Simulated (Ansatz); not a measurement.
Cost and result for the atomization energy of `C[Se]BCF` (11 atoms, 10 bonds).

Cartesian coordinates in Å:
```
C -1.3452 0.0656 1.8991
Se -0.5182 1.1216 0.4825
B 0.3618 -0.2309 -0.5235
C 1.2384 0.1679 -1.7614
F 1.6500 -0.9385 -2.4964
H -2.4057 0.3065 1.9323
H -0.8776 0.3205 2.8477
H -1.2038 -0.9893 1.6781
H 0.2441 -1.3686 -0.1836
H 0.7157 0.8459 -2.4470
H 2.1405 0.6993 -1.4278
```

Charge 0, multiplicity 1. Correlated methods include outer-core shells of Se, which these sets cover unevenly. Scalar relativity is left out up to krypton. The structure was optimised at the PBE0-D4/def2-TZVP level. It is one conformer, not always the lowest. Program: Ansatz. All runs use 4 threads of an Arm Neoverse V1 on a shared host. Times are those of one run each, without the atoms' runs, and a repeat can differ threefold. Electronic energies, without spin–orbit coupling; frozen cores. CCSD(T)/CBS adds CCSD(T) − MP2 in def2-TZVPP to the MP2 limit, and its time is that of the two runs behind it. T1 = 0.012. With those shells the extrapolation isn't a true limit. B3LYP takes the VWN-RPA correlation (the form of Gaussian; ORCA's B3LYP/G).

CCSD(T)/CBS is a level of theory with its own doubt, some kJ/mol a heavy atom from the limit and from the frozen cores, so smaller differences don't rank the functionals.

| level | functions | wall time |
| --- | --- | --- |
| PBE-D4/def2-TZVPP (with forces) | 256 | 2.6 s |
| PBE0-D4/def2-TZVPP | 256 | 3.3 s |
| B3LYP-D4/def2-TZVPP (with forces) | 256 | 4.8 s |
| r2SCAN-D4/def2-TZVPP (with forces) | 256 | 5.5 s |
| B2PLYP/def2-TZVPP | 256 | 6.5 s |
| ωB97X-V/def2-TZVPP | 256 | 8.5 s |
| ωB97M-V/def2-TZVPP (with forces) | 256 | 13 s |
| MP2/def2-QZVPP | 497 | 27 s |
| CCSD(T)/def2-TZVPP | 256 | 4.4 min |
| CCSD(T)/CBS(def2) | – | 4.9 min |

(1) What atomization energy does each give, and how far from CCSD(T)/CBS? (Estimate.)

## Answers

(1) The calculation gave: 
```
                             level  atomization (kJ/mol)  difference from CCSD(T)/CBS  per bond
   PBE-D4/def2-TZVPP (with forces)                4103.2                         99.1       9.9
                PBE0-D4/def2-TZVPP                4033.0                         28.9       2.9
 B3LYP-D4/def2-TZVPP (with forces)                4011.2                          7.1       0.7
r2SCAN-D4/def2-TZVPP (with forces)                4033.7                         29.6       3.0
                 B2PLYP/def2-TZVPP                3969.7                        -34.4      -3.4
                ωB97X-V/def2-TZVPP                4014.7                         10.6       1.1
  ωB97M-V/def2-TZVPP (with forces)                4011.3                          7.2       0.7
                    MP2/def2-QZVPP                4029.6                         25.5       2.5
                CCSD(T)/def2-TZVPP                3910.7                        -93.4      -9.3
                 CCSD(T)/CBS(def2)                4004.1                          0.0       0.0
```

From PBE to PBE0 (25 % exact exchange), in def2-TZVPP and without D4, the atomization energy moves by −66.9 kJ/mol: exact exchange takes away binding that semilocal exchange gives to molecules. In def2-TZVPP, CCSD(T) changes the Hartree–Fock value by +941.5 kJ/mol (the triples alone add +58.6 kJ/mol) and MP2 by +1006.2 kJ/mol; breaking electron pairs costs correlation energy, which Hartree–Fock lacks. The D4 term adds +32.8 kJ/mol with B3LYP and +17.0 kJ/mol with PBE0; it sums over pairs of atoms, weighted by their polarisabilities, and B3LYP, whose exchange is more repulsive, gets the larger term.
